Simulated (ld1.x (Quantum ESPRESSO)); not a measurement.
Pd RRKJ: all-electron and pseudo phase curves

```json
{"Element": "palladium (Pd)", "Generator": "ld1.x (Quantum ESPRESSO) 7.5", "Type": "norm-conserving RRKJ (Kleinman–Bylander form)", "Functional": "PBE", "Relativity": "scalar-relativistic", "Frozen core": "[Ar] 3d10 4s2", "Valence charge": "16", "Reference configuration": "4p6 4d10 5s0 5p0", "Partial waves": "4p (bound): rc 1.35 bohr; 4d (bound): rc 1.35 bohr; 5s (bound, empty): rc 2.45 bohr", "Local potential": "the s channel", "Core correction": "a·sin(br)/r model core inside 0.65 bohr", "rho0": "0.001"}
```

The phase is arctan(r·u′/u) with u = r·R(r), unwrapped; energies in Ry, scanned from -6 to 5 Ry. A pole is an energy at which the radial function vanishes at the test radius. The pseudo phase is shifted by a multiple of π to meet the all-electron one at the reference energy, and phase errors are pseudo minus all-electron; the curves can meet again beyond the range given. Levels narrower than the energy grid can be missing from the lists of poles.

| channel | radius (bohr) | reference energy (Ry) | poles, all-electron | poles, pseudo | unbroken range about the reference energy with phases within 0.05 rad | phase error 1 Ry above the reference energy (rad) |
| --- | --- | --- | --- | --- | --- | --- |
| s | 2.66 | -0.24 | 1.98 | 1.83 | below 2.9 | -0.009 |
| p | 2.66 | -3.76 | -3.73, 3.19 | -3.73, 4.84 | below -0.7 | +0.005 |
| d | 2.66 | -0.30 | -0.03 | -0.02 | below 1.1 | +0.027 |

Phases in the d channel:

```tsv
E (Ry)	all-electron	pseudo
-6.00	1.420	1.420
-5.74	1.417	1.417
-5.48	1.413	1.413
-5.22	1.409	1.410
-4.96	1.405	1.406
-4.70	1.401	1.401
-4.44	1.396	1.397
-4.18	1.391	1.392
-3.92	1.385	1.386
-3.66	1.379	1.380
-3.40	1.372	1.373
-3.14	1.364	1.365
-2.88	1.355	1.356
-2.62	1.344	1.346
-2.36	1.332	1.334
-2.10	1.316	1.319
-1.84	1.298	1.301
-1.58	1.272	1.277
-1.32	1.237	1.242
-1.06	1.179	1.186
-0.80	1.059	1.069
-0.54	0.618	0.635
-0.28	-1.123	-1.123
-0.02	-1.575	-1.568
0.24	-1.707	-1.695
0.50	-1.785	-1.765
0.76	-1.850	-1.821
1.02	-1.919	-1.874
1.28	-2.004	-1.933
1.54	-2.124	-2.007
1.80	-2.314	-2.105
2.06	-2.642	-2.249
2.32	-3.173	-2.475
2.58	-3.725	-2.832
2.84	-4.080	-3.313
3.10	-4.281	-3.751
3.36	-4.403	-4.044
3.62	-4.484	-4.226
3.88	-4.541	-4.343
4.14	-4.584	-4.423
4.40	-4.619	-4.482
4.66	-4.647	-4.526
4.92	-4.671	-4.561
```
